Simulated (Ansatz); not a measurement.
A first, cheap relaxation of `O[SiH2]OC(O)F`.

```yaml
crystal:
  periodic: [false, false, false]
  atoms:
    - {symbol: O, position_ang: [-2.112000, 1.580600, 0.203000]}
    - {symbol: Si, position_ang: [-0.918400, 0.662200, 0.702000]}
    - {symbol: O, position_ang: [-0.163700, 0.072900, -0.637200]}
    - {symbol: C, position_ang: [0.826700, -0.987300, -0.413200]}
    - {symbol: O, position_ang: [2.027100, -0.560100, -0.030300]}
    - {symbol: F, position_ang: [0.956900, -1.554200, -1.624600]}
    - {symbol: H, position_ang: [-2.015900, 1.999000, -0.692600]}
    - {symbol: H, position_ang: [-1.420600, -0.441600, 1.488600]}
    - {symbol: H, position_ang: [0.010900, 1.491100, 1.567900]}
    - {symbol: H, position_ang: [0.377400, -1.771300, 0.292500]}
    - {symbol: H, position_ang: [2.497000, -0.548200, -0.835500]}
basis:
  gaussian: {orbitals: def2-SVP}
hamiltonian: {xc: pbe, dispersion: d4}
relax: {f_tol: 0.03, max_steps: 200}
```

```sh
$ ansatz run in.yaml --threads 4 --pin off --events-out ev --progress --plain --max-ram 10444MiB
```

Output, abridged:

```
Functional definition: PBE
mean field -17830.91657353 eV, -655.2740978480 hartree, gradient 4.1e-5 eV, S^2 0.000000; 0 other end points of the search recorded, 0 dependent functions left out
relax step   1: F+E_penalty+E_count = -17831.12256201 eV  Δ(F+E_penalty+E_count) = +0.000e0 eV  max|allowed force component| = 2.915e0 eV/Å  Δτ_max = 0.0000 Å  (27 SCF iters, accepted)
mean field -17831.28019741 eV, -655.2874607788 hartree, gradient 2.0e-5 eV, S^2 0.000000; 0 other end points of the search recorded, 0 dependent functions left out
relax step   2: F+E_penalty+E_count = -17831.48523363 eV  Δ(F+E_penalty+E_count) = -3.627e-1 eV  max|allowed force component| = 1.800e0 eV/Å  Δτ_max = 0.0654 Å  (29 SCF iters, accepted)
mean field -17831.41577713 eV, -655.2924432419 hartree, gradient 1.5e-5 eV, S^2 0.000000; 0 other end points of the search recorded, 0 dependent functions left out
relax step   3: F+E_penalty+E_count = -17831.61972877 eV  Δ(F+E_penalty+E_count) = -1.345e-1 eV  max|allowed force component| = 1.301e0 eV/Å  Δτ_max = 0.1557 Å  (36 SCF iters, accepted)
mean field -17831.48318577 eV, -655.2949204636 hartree, gradient 1.6e-5 eV, S^2 0.000000; 0 other end points of the search recorded, 0 dependent functions left out
relax step   4: F+E_penalty+E_count = -17831.68625089 eV  Δ(F+E_penalty+E_count) = -6.652e-2 eV  max|allowed force component| = 5.592e-1 eV/Å  Δτ_max = 0.2000 Å  (35 SCF iters, accepted)
mean field -17831.45200595 eV, -655.2937746263 hartree, gradient 5.9e-6 eV, S^2 0.000000; 0 other end points of the search recorded, 0 dependent functions left out
relax step   5: F+E_penalty+E_count = -17831.65619530 eV  Δ(F+E_penalty+E_count) = +3.006e-2 eV  max|allowed force component| = 1.197e0 eV/Å  Δτ_max = 0.2000 Å  (29 SCF iters, rejected (line search))
mean field -17831.53392273 eV, -655.2967850124 hartree, gradient 7.8e-6 eV, S^2 0.000000; 0 other end points of the search recorded, 0 dependent functions left out
relax step   6: F+E_penalty+E_count = -17831.73777764 eV  Δ(F+E_penalty+E_count) = -5.153e-2 eV  max|allowed force component| = 2.761e-1 eV/Å  Δτ_max = 0.0976 Å  (29 SCF iters, accepted)
mean field -17831.54881843 eV, -655.2973324194 hartree, gradient 2.5e-5 eV, S^2 0.000000; 0 other end points of the search recorded, 0 dependent functions left out
relax step   7: F+E_penalty+E_count = -17831.75281214 eV  Δ(F+E_penalty+E_count) = -1.503e-2 eV  max|allowed force component| = 1.679e-1 eV/Å  Δτ_max = 0.0999 Å  (29 SCF iters, accepted)
mean field -17831.55204301 eV, -655.2974509206 hartree, gradient 2.5e-5 eV, S^2 0.000000; 0 other end points of the search recorded, 0 dependent functions left out
relax step   8: F+E_penalty+E_count = -17831.75577052 eV  Δ(F+E_penalty+E_count) = -2.958e-3 eV  max|allowed force component| = 1.694e-1 eV/Å  Δτ_max = 0.0699 Å  (29 SCF iters, accepted)
mean field -17831.55857940 eV, -655.2976911285 hartree, gradient 2.3e-5 eV, S^2 0.000000; 0 other end points of the search recorded, 0 dependent functions left out
relax step   9: F+E_penalty+E_count = -17831.76252625 eV  Δ(F+E_penalty+E_count) = -6.756e-3 eV  max|allowed force component| = 1.174e-1 eV/Å  Δτ_max = 0.0807 Å  (29 SCF iters, accepted)
mean field -17831.56262882 eV, -655.2978399419 hartree, gradient 2.0e-5 eV, S^2 0.000000; 0 other end points of the search recorded, 0 dependent functions left out
relax step  10: F+E_penalty+E_count = -17831.76662244 eV  Δ(F+E_penalty+E_count) = -4.096e-3 eV  max|allowed force component| = 1.598e-1 eV/Å  Δτ_max = 0.0682 Å  (29 SCF iters, accepted)
mean field -17831.56636475 eV, -655.2979772346 hartree, gradient 2.1e-5 eV, S^2 0.000000; 0 other end points of the search recorded, 0 dependent functions left out
relax step  11: F+E_penalty+E_count = -17831.77032180 eV  Δ(F+E_penalty+E_count) = -3.699e-3 eV  max|allowed force component| = 1.813e-1 eV/Å  Δτ_max = 0.0846 Å  (29 SCF iters, accepted)
mean field -17831.57012216 eV, -655.2981153171 hartree, gradient 2.0e-5 eV, S^2 0.000000; 0 other end points of the search recorded, 0 dependent functions left out
relax step  12: F+E_penalty+E_count = -17831.77410736 eV  Δ(F+E_penalty+E_count) = -3.786e-3 eV  max|allowed force component| = 2.042e-1 eV/Å  Δτ_max = 0.0800 Å  (29 SCF iters, accepted)
mean field -17831.57442443 eV, -655.2982734226 hartree, gradient 6.1e-6 eV, S^2 0.000000; 0 other end points of the search recorded, 0 dependent functions left out
relax step  13: F+E_penalty+E_count = -17831.77836791 eV  Δ(F+E_penalty+E_count) = -4.261e-3 eV  max|allowed force component| = 1.953e-1 eV/Å  Δτ_max = 0.0912 Å  (29 SCF iters, accepted)
mean field -17831.57889949 eV, -655.2984378778 hartree, gradient 6.4e-6 eV, S^2 0.000000; 0 other end points of the search recorded, 0 dependent functions left out
relax step  14: F+E_penalty+E_count = -17831.78304291 eV  Δ(F+E_penalty+E_count) = -4.675e-3 eV  max|allowed force component| = 2.561e-1 eV/Å  Δτ_max = 0.0907 Å  (29 SCF iters, accepted)
mean field -17831.58476380 eV, -655.2986533875 hartree, gradient 1.7e-5 eV, S^2 0.000000; 0 other end points of the search recorded, 0 dependent functions left out
relax step  15: F+E_penalty+E_count = -17831.78903037 eV  Δ(F+E_penalty+E_count) = -5.987e-3 eV  max|allowed force component| = 2.586e-1 eV/Å  Δτ_max = 0.0746 Å  (30 SCF iters, accepted)
mean field -17831.59154431 eV, -655.2989025665 hartree, gradient 7.5e-6 eV, S^2 0.000000; 0 other end points of the search recorded, 0 dependent functions left out
relax step  16: F+E_penalty+E_count = -17831.79618305 eV  Δ(F+E_penalty+E_count) = -7.153e-3 eV  max|allowed force component| = 2.837e-1 eV/Å  Δτ_max = 0.1124 Å  (29 SCF iters, accepted)
mean field -17831.59625079 eV, -655.2990755266 hartree, gradient 1.7e-5 eV, S^2 0.000000; 0 other end points of the search recorded, 0 dependent functions left out
relax step  17: F+E_penalty+E_count = -17831.80116955 eV  Δ(F+E_penalty+E_count) = -4.986e-3 eV  max|allowed force component| = 2.519e-1 eV/Å  Δτ_max = 0.0870 Å  (30 SCF iters, accepted)
[...]
relax step  35: F+E_penalty+E_count = -17831.86022124 eV  Δ(F+E_penalty+E_count) = +1.132e-2 eV  max|allowed force component| = 5.498e-1 eV/Å  Δτ_max = 0.0640 Å  (29 SCF iters, rejected (line search))
mean field -17831.66616013 eV, -655.3016446473 hartree, gradient 1.2e-5 eV, S^2 0.000000; 0 other end points of the search recorded, 0 dependent functions left out
relax step  36: F+E_penalty+E_count = -17831.87962463 eV  Δ(F+E_penalty+E_count) = -8.084e-3 eV  max|allowed force component| = 1.705e-1 eV/Å  Δτ_max = 0.0312 Å  (30 SCF iters, accepted)
mean field -17831.66929840 eV, -655.3017599768 hartree, gradient 1.4e-5 eV, S^2 0.000000; 0 other end points of the search recorded, 0 dependent functions left out
relax step  37: F+E_penalty+E_count = -17831.88271680 eV  Δ(F+E_penalty+E_count) = -3.092e-3 eV  max|allowed force component| = 4.932e-2 eV/Å  Δτ_max = 0.0572 Å  (29 SCF iters, accepted)
mean field -17831.67172858 eV, -655.3018492842 hartree, gradient 2.0e-5 eV, S^2 0.000000; 0 other end points of the search recorded, 0 dependent functions left out
relax step  38: F+E_penalty+E_count = -17831.88578709 eV  Δ(F+E_penalty+E_count) = -3.070e-3 eV  max|allowed force component| = 7.502e-2 eV/Å  Δτ_max = 0.0735 Å  (29 SCF iters, accepted)
mean field -17831.67237881 eV, -655.3018731795 hartree, gradient 1.6e-5 eV, S^2 0.000000; 0 other end points of the search recorded, 0 dependent functions left out
relax step  39: F+E_penalty+E_count = -17831.88680361 eV  Δ(F+E_penalty+E_count) = -1.017e-3 eV  max|allowed force component| = 4.623e-2 eV/Å  Δτ_max = 0.0392 Å  (29 SCF iters, accepted)
mean field -17831.67326192 eV, -655.3019056334 hartree, gradient 1.5e-5 eV, S^2 0.000000; 0 other end points of the search recorded, 0 dependent functions left out
relax step  40: F+E_penalty+E_count = -17831.88789695 eV  Δ(F+E_penalty+E_count) = -1.093e-3 eV  max|allowed force component| = 4.370e-2 eV/Å  Δτ_max = 0.0392 Å  (29 SCF iters, accepted)
mean field -17831.67456375 eV, -655.3019534746 hartree, gradient 6.9e-6 eV, S^2 0.000000; 0 other end points of the search recorded, 0 dependent functions left out
relax step  41: F+E_penalty+E_count = -17831.88950701 eV  Δ(F+E_penalty+E_count) = -1.610e-3 eV  max|allowed force component| = 1.396e-1 eV/Å  Δτ_max = 0.0964 Å  (29 SCF iters, accepted)
mean field -17831.67606649 eV, -655.3020086995 hartree, gradient 1.4e-5 eV, S^2 0.000000; 0 other end points of the search recorded, 0 dependent functions left out
relax step  42: F+E_penalty+E_count = -17831.89109182 eV  Δ(F+E_penalty+E_count) = -1.585e-3 eV  max|allowed force component| = 1.041e-1 eV/Å  Δτ_max = 0.0223 Å  (30 SCF iters, accepted)
mean field -17831.67916980 eV, -655.3021227437 hartree, gradient 2.1e-5 eV, S^2 0.000000; 0 other end points of the search recorded, 0 dependent functions left out
relax step  43: F+E_penalty+E_count = -17831.89422606 eV  Δ(F+E_penalty+E_count) = -3.134e-3 eV  max|allowed force component| = 8.170e-2 eV/Å  Δτ_max = 0.0781 Å  (28 SCF iters, accepted)
mean field -17831.67149999 eV, -655.3018408837 hartree, gradient 1.3e-5 eV, S^2 0.000000; 0 other end points of the search recorded, 0 dependent functions left out
relax step  44: F+E_penalty+E_count = -17831.88683449 eV  Δ(F+E_penalty+E_count) = +7.392e-3 eV  max|allowed force component| = 3.455e-1 eV/Å  Δτ_max = 0.1896 Å  (35 SCF iters, rejected (line search))
mean field -17831.68301961 eV, -655.3022642218 hartree, gradient 1.2e-5 eV, S^2 0.000000; 0 other end points of the search recorded, 0 dependent functions left out
relax step  45: F+E_penalty+E_count = -17831.89824610 eV  Δ(F+E_penalty+E_count) = -4.020e-3 eV  max|allowed force component| = 8.767e-2 eV/Å  Δτ_max = 0.0948 Å  (29 SCF iters, accepted)
mean field -17831.68743610 eV, -655.3024265249 hartree, gradient 1.6e-5 eV, S^2 0.000000; 0 other end points of the search recorded, 0 dependent functions left out
relax step  46: F+E_penalty+E_count = -17831.90277772 eV  Δ(F+E_penalty+E_count) = -4.532e-3 eV  max|allowed force component| = 1.947e-1 eV/Å  Δτ_max = 0.0976 Å  (29 SCF iters, accepted)
mean field -17831.68932692 eV, -655.3024960112 hartree, gradient 1.6e-5 eV, S^2 0.000000; 0 other end points of the search recorded, 0 dependent functions left out
relax step  47: F+E_penalty+E_count = -17831.90480757 eV  Δ(F+E_penalty+E_count) = -2.030e-3 eV  max|allowed force component| = 2.138e-1 eV/Å  Δτ_max = 0.0656 Å  (30 SCF iters, accepted)
mean field -17831.69104823 eV, -655.3025592682 hartree, gradient 1.3e-5 eV, S^2 0.000000; 0 other end points of the search recorded, 0 dependent functions left out
relax step  48: F+E_penalty+E_count = -17831.90590132 eV  Δ(F+E_penalty+E_count) = -1.094e-3 eV  max|allowed force component| = 1.311e-1 eV/Å  Δτ_max = 0.0731 Å  (29 SCF iters, accepted)
mean field -17831.69360330 eV, -655.3026531654 hartree, gradient 1.6e-5 eV, S^2 0.000000; 0 other end points of the search recorded, 0 dependent functions left out
relax step  49: F+E_penalty+E_count = -17831.90896131 eV  Δ(F+E_penalty+E_count) = -3.060e-3 eV  max|allowed force component| = 2.817e-2 eV/Å  Δτ_max = 0.0305 Å  (30 SCF iters, accepted)
mean field -17831.69427615 eV, -655.3026778919 hartree, gradient 9.5e-6 eV, S^2 0.000000; 0 other end points of the search recorded, 0 dependent functions left out
relax step  50: F+E_penalty+E_count = -17831.90966788 eV  Δ(F+E_penalty+E_count) = -7.066e-4 eV  max|allowed force component| = 2.426e-2 eV/Å  Δτ_max = 0.0305 Å  (30 SCF iters, accepted)
mean field -17831.69470704 eV, -655.3026937268 hartree, gradient 1.6e-5 eV, S^2 0.000000; 0 other end points of the search recorded, 0 dependent functions left out
relax step  51: F+E_penalty+E_count = -17831.91005989 eV  Δ(F+E_penalty+E_count) = -3.920e-4 eV  max|allowed force component| = 3.203e-2 eV/Å  Δτ_max = 0.0451 Å  (29 SCF iters, accepted)
mean field -17831.69493608 eV, -655.3027021440 hartree, gradient 1.5e-5 eV, S^2 0.000000; 0 other end points of the search recorded, 0 dependent functions left out
relax step  52: F+E_penalty+E_count = -17831.91023555 eV  Δ(F+E_penalty+E_count) = -1.757e-4 eV  max|allowed force component| = 1.914e-2 eV/Å  Δτ_max = 0.0080 Å  (31 SCF iters, accepted)
mean field -17831.69493608 eV, -655.3027021440 hartree, gradient 1.5e-5 eV, S^2 0.000000; 1 other end points of the search recorded, 0 dependent functions left out
Total energy: -17831.91026914 eV, -655.3106154880 hartree
Atom 0 at    -2.050209     0.610388    -0.018215 Å, force     0.018087     0.007919     0.002585 eV/Å
Atom 1 at    -0.703581     0.893474     0.927381 Å, force    -0.000334    -0.011544     0.002583 eV/Å
Atom 2 at     0.454105    -0.352767     0.717284 Å, force    -0.019139     0.014379    -0.010587 eV/Å
Atom 3 at     0.649087    -0.953671    -0.503578 Å, force     0.005933    -0.007579    -0.002972 eV/Å
Atom 4 at     1.927206    -1.379329    -0.659953 Å, force    -0.002805     0.015760     0.006904 eV/Å
Atom 5 at     0.316366     0.016822    -1.510548 Å, force     0.003264    -0.009285     0.006608 eV/Å
Atom 6 at    -1.826934     0.610875    -0.968783 Å, force    -0.006908    -0.000425     0.002127 eV/Å
Atom 7 at    -1.126184     0.800416     2.354439 Å, force    -0.000744    -0.003223    -0.001431 eV/Å
Atom 8 at    -0.039578     2.205658     0.626694 Å, force    -0.000467    -0.005419    -0.002759 eV/Å
Atom 9 at    -0.035890    -1.810107    -0.693781 Å, force     0.008276     0.010074     0.004714 eV/Å
Atom 10 at     2.501011    -0.698658    -0.250339 Å, force    -0.005163    -0.010657    -0.007773 eV/Å
Dipole moment:     0.158346     0.117855     0.000981 e Å
```

It took 70 s on 4 threads of an Arm Neoverse V1 on a shared host, with 0.16 GiB of host memory at the peak.
